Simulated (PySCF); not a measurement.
Gold: a sound run and one with changed settings

Sound run: Au [Xe] 4f14 5d10 6s1, Au⁺ [Xe] 4f14 5d10. Computed with PySCF 2.14 in def2-SVP with the def2 core potential (60 electrons) (6s3p2d1f, 32 functions), with a scalar-relativistic core potential. In the sound run the correlated levels freeze 5s2 5p6 outside the core potential. The sound run starts from symmetry-adapted Hartree-Fock orbitals and uses a fine grid where one is needed.

Changed run: initial guess 1e, at most 50 SCF cycles.

```json
{"species": "Au", "method": "UHF", "sound run (hartree)": "-134.78516", "changed run (hartree)": "-134.78516", "converged": "yes"}
{"species": "Au", "method": "r2SCAN", "sound run (hartree)": "-135.75325", "changed run (hartree)": "-135.75325", "converged": "yes"}
{"species": "Au", "method": "CCSD(T)", "sound run (hartree)": "-135.02886", "changed run (hartree)": "-135.02886", "converged": "yes"}
{"species": "Au⁺", "method": "LDA", "sound run (hartree)": "-135.13135", "changed run (hartree)": "-135.13135", "converged": "yes"}
{"species": "Au⁺", "method": "MP2", "sound run (hartree)": "-134.71061", "changed run (hartree)": "-134.71061", "converged": "yes"}
```

Here the plain start reaches the same solutions.
